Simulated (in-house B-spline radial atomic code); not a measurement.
Au⁺. Computed with a B-spline radial atomic code. Model: non-relativistic spherical atom: semilocal Troullier-Martins pseudo-atom, one channel per l, against all electrons, high spin, G0W0 and RPA with empty states to l = 8, local potential for every l without a channel, a model core (radius 0 = none) keeps its share of the functional.

Without relativity these are model numbers for so heavy an element.

What the tables leave out is listed at the end.

The pseudopotential gives back the lowest level of each angular momentum of its own functional in the configuration it was made in; a second state of the same l is only approximately right. Exact exchange, RPA and GW see the smooth pseudo-orbitals and miss the exchange with the core, for which the functional's share stands in. The column with an uncorrelated core keeps all orbitals and exact exchange, and so separates missing core correlation from pseudisation. Only the three outermost levels and the lowest empty one were computed. RPA here is direct RPA, with no exchange kernel, and its energies carry an (l + 1/2)⁻⁴ tail. A hybrid on a potential with a model core restores only its own semilocal share of the core's exchange.

Command:
```bash
python run_psgw.py task.json out
```
Settings (lengths in bohr, energies in hartree):
```
Z                      79
electrons              78
configuration          [Xe] 4f14 5d10
generated_in           [Xe] 4f14 5d10
functional             lda,vwn
core_shells            9
radius_factor          1
core_correction        True
```

Time taken, with all properties: 46 s on 1 thread of Arm Neoverse N1 (shared host).

Given: made with LDA VWN5; model core radius 0.579 bohr; local radius 0.984 bohr; mean-field start PBE0.

Valence shells of the generating configuration: 4f, 5s, 5p, 5d.

Channel: s 0.936, p 0.995, d 1.215, f 1.253 (radii in bohr).

Computed: largest level miss in the spin-unpolarised generating configuration 0 eV; valence RPA correlation energy all-electron orbitals -2.2647 hartree; valence RPA correlation energy pseudo -2.7322 hartree; all-electron RPA polarisability, core included 9.6023 bohr³.

```
     level  occupied  mean-field all-electron (eV)  mean-field pseudo minus all (eV)  G0W0 all-electron (eV)  G0W0 uncorrelated core minus all (eV)  G0W0 pseudo minus all (eV)  exchange self-energy all-electron (eV)  exchange self-energy pseudo (eV)
        5d         1                       -17.552                             -0.07                 -21.845                                 -0.049                       -0.53                                 -33.275                           -31.616
6s (empty)         0                        -9.385                            -0.014                 -7.3103                                  0.002                        0.03                                 -3.3995                            -2.984
```

Problem. What is the pseudo-atom RPA polarisability?

Solution. 9.3588 bohr³.

Among the listed levels the largest G0W0 shift of the pseudo-atom is -0.53 eV, for 5d on the PBE0 start, while leaving the core uncorrelated moves that level by -0.05 eV. So pseudisation and the lost core exchange, not the missing core correlation, make the error. Not in the tables (levels of low weight, unsolved or above zero; the highest and the empty levels are kept at any weight): on LDA, a start not tabulated, the G0W0 levels 5d (pseudo minus all -1.42 eV, weights 0.70 and 0.49), 5p (pseudo minus all -1.31 eV, weights 0.07 and 0.07), 5s (pseudo minus all -0.64 eV, weights 0.15 and 0.04), 6s (pseudo minus all -0.07 eV, weights 0.94 and 0.94); on PBE0 the G0W0 levels 5p (pseudo minus all -4.40 eV, weights 0.46 and 0.10), 5s (pseudo minus all -15.18 eV, weights 0.02 and 0.06); no Hartree-Fock pseudo-atom is run with a model core.
